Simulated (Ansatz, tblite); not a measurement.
Forces on the cluster Al2Ga2As4 at its PBE-D4/def2-SVP geometry. Total charge 0; singlet.

The xTB rows come from tblite. Another isomer (singlet) lies 0.09 eV lower at PBE-D4/def2-TZVP; other spin states weren't run for this one.

GFN1-xTB (tblite), largest force 0.36 eV/Å:

```xyz
8
positions Å, forces eV/Å
Al    0.034    1.968    0.461    0.000   -0.024   -0.005
Al   -0.034   -1.968   -0.461    0.001    0.026    0.005
Ga    0.247   -0.471    1.998   -0.015    0.039   -0.149
Ga   -0.249    0.473   -1.998    0.018   -0.035    0.150
As    0.784   -1.520   -2.598    0.111   -0.311   -0.144
As   -1.283    2.464   -1.398   -0.123    0.335    0.039
As    1.353    1.544    2.337    0.133    0.312    0.111
As   -0.851   -2.490    1.659   -0.125   -0.342   -0.008
```

GFN2-xTB (tblite), largest force 0.50 eV/Å:

```
Al 0.008 0.365 0.085
Al -0.005 -0.362 -0.086
Ga 0.002 0.004 -0.005
Ga 0.001 -0.001 0.007
As 0.246 -0.394 -0.174
As -0.257 0.415 0.081
As 0.269 0.398 0.108
As -0.262 -0.424 -0.016
```

PBE-D4/def2-TZVP (Ansatz), largest force 0.08 eV/Å:

```
Al 0.001 -0.005 -0.002
Al 0.001 0.010 0.002
Ga 0.004 0.004 -0.021
Ga 0.001 -0.006 0.021
As -0.037 0.041 0.048
As 0.048 -0.056 0.016
As -0.053 -0.043 -0.040
As 0.036 0.055 -0.024
```
